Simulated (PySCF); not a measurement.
**NMR problem set**

- geometry: GFN2-xTB
- σ from GIAO-PBE0/pcSseg-1
- code: PySCF
- equivalent nuclei averaged, relativity neglected, isolated molecule, one computed conformer

Shifts are taken against calculated references (same method and geometry level): 1H and 13C vs TMS. Where no couplings were computed, multiplicities follow the n + 1 count of equivalent neighbours, and m marks all less simple cases (inequivalent or close neighbours, rings, F or P nearby). Shifts are as computed. Against solution values, carbons near 30 ppm lie about +3 ppm off and those near 130 ppm about +5 ppm. Of 1309 compounds with measured shifts, 239 miss one by over three times the rms of a fit or turn the order of signals round; such compounds aren't used in these exercises. OH and NH positions are gas-phase values without hydrogen bonding to other molecules.

Task: C₅H₁₂OSi₃. 1H NMR (600 MHz, computed): δ 7.98 (q, 1H), 4.80 (m, 1H), 4.38 (s, 3H), 4.27 (d, 3H), 2.72 (m, 2H), 2.36 (m, 2H). 13C{1H} NMR (computed): δ 205.4, 167.9, 166.2, 40.8. Give a structure.

Result: SMILES O=C1C[SiH](/C([SiH3])=C/[SiH3])C1. The formula gives 3 degrees of unsaturation (1 ring in the answer). 4 carbon signals for 5 carbons: some carbons are equivalent by symmetry or fast rotation. Carbon types of the structure: 2 × C, 1 × CH, 2 × CH2, leaving 7 H on heteroatoms. δC 205.4: ketone carbonyl carbon; low-lying n→π* states of the double bond to the heteroatom give a large paramagnetic term (-275 ppm). δC 167.9: fully substituted alkene carbon. δC 166.2: alkene CH. δC 40.8: sp3 CH2 bonded to Si, α to a carbonyl; the adjacent C=O deshields it moderately.

The shifts were computed for this structure.

Task: C₃H₂O₄. 1H NMR (400 MHz, computed): δ 6.40 (s, 1H), 4.17 (br s, 1H). 13C{1H} NMR (computed): δ 160.6, 153.4, 108.6. Give a structure.

Result: `C1(=O)OC=C(O)O1`. The formula gives 3 degrees of unsaturation (1 ring in the answer). 3 carbon signals for 3 carbons: no two carbons are equivalent. Carbon types of the structure: 2 × C, 1 × CH, leaving 1 H on heteroatoms. δC 160.6: unsaturated ring carbon. δC 153.4: ring carbonyl carbon. δC 108.6: unsaturated ring CH. δH 4.17: hydrogen on a phenol-type oxygen; labile proton, position sensitive to the medium.

This is the structure that produced the data.
